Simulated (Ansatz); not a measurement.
Species: GeO2, net charge 0, singlet state. 
Geometry from a B3LYP-D3(BJ)/def2-TZVP (Ansatz, a first-principles code) optimisation:
```
Ge
O 1 1.6240
O 1 1.6240 2 180.00
```

Quantity: atomisation energy (electronic, to ground-state atoms), in kcal/mol. Valence correlation only, unless marked. Open shells are spin-unrestricted. Spin-orbit coupling is left out. The frozen core is the preceding noble-gas configuration, with the filled d and f shells of earlier blocks. No relativistic terms. The coupled-cluster limit lacks core correlation, which all-electron functionals hold. CBS(X,Y): correlation extrapolated as X^-3; Hartree-Fock from the larger set.

```csv
level,program,atomisation energy (kcal/mol)
HF/6-31G,Ansatz,28.3
```

Problem. Predict the CCSD(T)/CBS(aug-cc-pVTZ,aug-cc-pVQZ) result (Ansatz).

Solution. 236.7 kcal/mol
